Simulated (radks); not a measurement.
Task: Hf III, configuration [Xe] 4f14 5d2. Calculated with a radial shooting solver on a logarithmic mesh with Libxc functionals: Dirac Kohn-Sham, PBE, spin-unpolarised, spherical densities, point nucleus; open shells fill j = l - 1/2 first. Some entries of the table are withheld. Estimate them.

| orbital | occ. | eigenvalue (Ry) | r(max) (bohr) |
|---|---|---|---|
| 1s1/2 | 2 | -4793.300 | 0.01190 |
| 2s1/2 | 2 | -820.1035 | 0.06824 |
| 2p1/2 | 2 | (1) | 0.05091 |
| 2p3/2 | 4 | (2) | 0.05754 |
| 3s1/2 | 2 | -187.6929 | 0.1924 |
| 3p1/2 | 2 | -171.3637 | 0.1804 |
| 3p3/2 | 4 | -152.5888 | 0.1940 |
| 3d3/2 | 4 | -124.9846 | 0.1524 |
| 3d5/2 | 6 | -120.8905 | 0.1562 |
| 4s1/2 | 2 | -38.68235 | 0.4378 |
| 4p1/2 | 2 | -31.99466 | (3) |
| 4p3/2 | 4 | -27.69862 | (4) |
| 4d3/2 | 4 | -16.71694 | 0.4660 |
| 4d5/2 | 6 | -15.93027 | 0.4752 |
| 5s1/2 | 2 | -6.00295 | 1.017 |
| 5p1/2 | 2 | -4.11349 | 1.100 |
| 5p3/2 | 4 | -3.54224 | 1.187 |
| 4f5/2 | 6 | -2.39310 | 0.4520 |
| 4f7/2 | 8 | -2.26489 | 0.4572 |
| 5d3/2 | 2 | -1.24215 | 1.614 |
| 5d5/2 | 0 | -1.20010 | 1.663 |

Result: 
(1) 2p1/2 eigenvalue (Ry): -783.2317
(2) 2p3/2 eigenvalue (Ry): -695.6240
(3) 4p1/2 r(max) (bohr): 0.4383
(4) 4p3/2 r(max) (bohr): 0.4673
